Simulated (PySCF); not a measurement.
# Checking a proposed structure

A compound C7H10ClNSi gives the data below (simulated from a calculation) and was assigned the structure `Cc1ccc([SiH2]CCl)nc1`.

13C{1H} NMR (computed): δ 174.1 (CH2), 150.9 (C), 134.6 (CH2), 113.5 (C), 82.7 (C), 24.6 (CH3), 5.7 (CH3).

1H NMR (500 MHz, computed): δ 8.76 (m, 1H), 8.74 (m, 1H), 6.06 (br s, 1H), 5.55 (br s, 1H), 2.11 (s, 3H), 2.09 (s, 3H).

- geometry from GFN2-xTB
- σ from GIAO-PBE0/pcSseg-1
- program: PySCF 2.14
- one computed conformer, averaged over atoms made equivalent by symmetry, fast rotation or ring inversion, isolated molecule, non-relativistic Hamiltonian

Scale: 1H (σref 31.72) and 13C (σref 186.93) against TMS (reference shieldings calculated alike).

Q: Compare with the shifts computed for the proposed structure, pairing carbons in order of shift.

A: Structure with atom numbers: `[CH3:1][c:2]1[cH:3][cH:4][c:5]([SiH2:6][CH2:7][Cl:8])[n:9][cH:10]1`; H(Xn) means a hydrogen on atom n.

```tsv
atom	computed for proposal	given list	difference
C5	163.0	174.1	-11.1
C10	155.8	150.9	+4.9
C3	140.2	134.6	+5.6
C2	138.7	113.5	+25.2
C4	136.1	82.7	+53.4
C7	29.8	24.6	+5.2
C1	21.1	5.7	+15.4
```

The rms difference is 23.7 ppm and the largest +53.4 ppm at C4 (aromatic CH). The carbon types in order of shift don't match either: C, CH, CH, C, CH, CH2, CH3 for the proposal against CH2, C, CH2, C, C, CH3, CH3 in the data. The proposal doesn't fit.

Q: Which isomer fits?

A: `C(#C[Si@@](N=C)(Cl)C(=C)C)C`.

- Carbon types of the structure: 3 × C, 2 × CH2, 2 × CH3, which accounts for all hydrogens.
- δC 174.1: C=N carbon.
- δC 150.9: fully substituted alkene carbon; as expected for a trigonal carbon in a double bond.
- δC 134.6: terminal =CH2 carbon; an sp2 carbon of a C=C bond.
- δC 113.5, 82.7: alkyne carbon.

This is the structure that produced the data.

Shifts are as computed. Against solution values, carbons near 30 ppm lie about +3 ppm off and those near 130 ppm about +5 ppm. Of 1309 compounds with measured shifts, 239 miss one by over three times the rms of a fit or turn the order of signals round; such compounds aren't used in these exercises. Multiplicities follow the n + 1 count of equivalent neighbours, as no J values were calculated; m marks all less simple cases, F and P coupling included.
